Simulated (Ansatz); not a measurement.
`F[SiH2][SiH3]` + `[OH][Al]([OH])[Cl]` → `[OH][Al]([Cl])[O][SiH3]` + `F[SiH3]`  (cleavage of the Si–Si bond)

Gas-phase electronic energies from Ansatz, PBE0-D4/def2-TZVP geometries. CCSD(T)/CBS adds triple-zeta CCSD(T) − MP2 to the extrapolated MP2 energy (def2 sets, frozen cores). This one scheme is used for every species. DFT in def2-TZVPP. B3LYP here is the variant with VWN-RPA as its local correlation; programs differ in this. HSE06 is defined as in plane-wave codes. Each species was taken in one conformer, which may not be the lowest.

```csv
level,ΔE (kJ/mol),difference from CCSD(T)/CBS
LDA (SPW92),-84.5,29.9
r2SCAN-D4,-105.1,9.3
ωB97M-V,-114.9,-0.5
PBE-QIDH,-110.4,4.0
revPBE,-82.6,31.8
BLYP,-104.7,9.7
B3LYP,-112.2,2.2
r2SCAN0,-109.7,4.7
HSE06,-93.9,20.5
RPA@PBE/def2-TZVPP,-118.3,-3.9
HF/def2-SVP,-140.0,-25.6
CCSD(T)/def2-SVP,-118.0,-3.6
HF/def2-TZVPP,-143.4,-29.0
CCSD/def2-TZVPP,-119.5,-5.1
HF/CBS(def2),-146.3,-31.9
MP2/CBS(def2),-122.4,-8.0
CCSD(T)/CBS,-114.4,0
```

Largest T1 diagnostic among the species: 0.012.

Leaving LDA and LC-ωPBE aside and taking each functional with its dispersion term where it has one, the values, not all of them listed here, spread over 42.6 kJ/mol, from BHLYP-D4 to PBE-D4. From PBE to PBE0 (25 % exact exchange), in def2-TZVPP and without D4, ΔE moves by −10.8 kJ/mol. At CCSD(T), def2-SVP lies −3.6 kJ/mol from the extrapolated value and def2-TZVPP −1.4 kJ/mol.
